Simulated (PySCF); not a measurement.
**How the method moves the HOMO and LUMO of `CSCS[SiH3]`**

C2H8S2Si.
Structure used (PBE0-D3(BJ)/def2-SVP), in Å, numbered top down from 1:
```xyz
13
C2H8S2Si angstrom
C     -1.863   -0.838   -0.214
S     -0.707   -0.071   -1.364
C     -0.208    1.367   -0.399
S      0.618    1.022    1.198
Si     2.003   -0.500    0.562
H     -1.389   -0.959    0.772
H     -2.783   -0.244   -0.114
H     -2.115   -1.827   -0.622
H      0.468    1.939   -1.052
H     -1.073    2.005   -0.160
H      2.664   -0.105   -0.716
H      3.006   -0.538    1.667
H      1.386   -1.851    0.431
```

Basis pcSseg-1 throughout (PySCF), one geometry. Geometry: PBE0-D3(BJ)/def2-SVP, one conformer, isolated molecule.

Problem. How do the orbital energies, the gap and the dipole change with the method?

Solution. 
| method | kind | HOMO (eV) | LUMO (eV) | gap (eV) | μ (D) | SCF cycles |
| --- | --- | --- | --- | --- | --- | --- |
| BLYP | GGA | -5.43 | -0.81 | 4.61 | 1.04 | 14 |
| B97-D | GGA | -5.58 | -0.87 | 4.71 | 1.04 | 13 |
| PBE | GGA | -5.61 | -0.99 | 4.62 | 1.06 | 14 |
| OPBE | GGA | -5.62 | -0.91 | 4.71 | 1.05 | 13 |
| KT3 | GGA | -5.69 | -1.05 | 4.65 | 1.02 | 13 |
| KT2 | GGA | -5.70 | -1.13 | 4.57 | 1.06 | 13 |
| LDA | LDA | -5.71 | -1.17 | 4.54 | 1.07 | 14 |
| BP86 | GGA | -5.72 | -1.08 | 4.64 | 1.07 | 14 |
| B3LYP | global hybrid | -6.56 | -0.24 | 6.32 | 1.01 | 12 |
| HF | Hartree–Fock | -9.59 | 3.45 | 13.05 | 1.00 | 11 |

The HOMO spans 4.17 eV, from BLYP down to HF, and the gap runs from 4.54 eV (LDA) to 13.05 eV (HF). Over the methods BLYP (0 %), B97-D (0 %), PBE (0 %), OPBE (0 %), KT3 (0 %), KT2 (0 %), LDA (0 %), BP86 (0 %), B3LYP (20 %), HF (100 %), a straight line through the gap against the share of exact exchange rises by 0.84 eV for each 10 % (correlation coefficient 1.000). The dipole ranges from 1.00 D (HF) to 1.07 D (LDA). This basis has no diffuse functions.
